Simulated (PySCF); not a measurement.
GeHF, SMILES [GeH][F] (connectivity only; charge and spin as stated), neutral, multiplicity 1. Atoms are numbered in the order given.

```xyz
3

Ge     0.0530     0.3724     0.0000
H     -1.5378     0.5547     0.0000
F     -0.0177    -1.3858     0.0000
```
Charge 0, spin multiplicity 1.

Coordinates come from a ωB97X-D3(BJ)/def2-TZVP optimisation.

These are TDA-M06-2X/def2-TZVPD (PySCF) values and carry that method's errors.

Vertical excitations. Gas-phase values at a fixed geometry. State labels are in the subgroup Cs.

```tsv
state	symmetry	energy (eV)	λ (nm)	f	main pairs
S1	A"	3.01	411	0.028	HOMO→LUMO 97 %
S2	A'	5.70	217	0.074	HOMO→LUMO+1 88 %
S3	A'	6.72	185	0.199	HOMO→LUMO+2 91 %
S4	A"	7.21	172	0.069	HOMO−1→LUMO 92 %
S5	A"	8.02	155	0.005	HOMO−3→LUMO 94 %
S6	A'	8.07	154	0.360	HOMO→LUMO+3 87 %
S7	A"	8.41	147	0.199	HOMO→LUMO+5 95 %
S8	A'	8.48	146	0.014	HOMO−2→LUMO 85 %
S9	A'	8.81	141	0.087	HOMO→LUMO+4 89 %
S10	A"	8.87	140	0.038	HOMO→LUMO+7 73 %, HOMO→LUMO+9 23 %
T1	A"	1.72	722	0	HOMO→LUMO 97 %
T2	A'	4.61	269	0	HOMO→LUMO+1 85 %
T3	A"	6.07	204	0	HOMO−1→LUMO 94 %
T4	A'	6.39	194	0	HOMO→LUMO+2 53 %, HOMO→LUMO+3 37 %
```
Triplets are in the Tamm–Dancoff approximation.
